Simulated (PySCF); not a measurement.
B(Me)2(PH2) (C2H8BP), SMILES PB(C)C. Atoms are numbered in the order given.

```xyz
12

B      0.2377    -0.2984     0.2219
C      1.6265    -0.7873    -0.3345
H      1.7517    -1.8733    -0.1769
H      2.4199    -0.3110     0.2740
H      1.8318    -0.5557    -1.3903
C     -0.2711    -0.7903     1.6278
H     -0.7695    -1.7648     1.4508
H     -1.0174    -0.1410     2.1111
H      0.5488    -0.9929     2.3375
P     -0.7542     1.0291    -0.7313
H     -2.0917     0.6346    -0.4456
H     -0.6810     0.5252    -2.0603
```

Geometry: B3LYP-D3(BJ)/def2-SVP. Other conformers were not sampled.

Method: CAM-B3LYP/def2-TZVP run with PySCF.

Gas-phase values at a fixed geometry.

Computed frontier levels, gap, dipole moment and polarisability:
```yaml
highest_occupied_level: -8.35 eV
lowest_empty_level: 0.26 eV
orbital_gap: 8.61 eV
dipole_moment: 1.18 D
quadrupole, principal values (traceless, Buckingham form, about the centre of nuclear charge): -3.25, 1.12, 2.13 D·Å
mean_static_polarisability: 66.1 bohr³ (9.79 Å³)
polarisability_principal_values: 54.0, 65.7, 78.6 bohr³
```
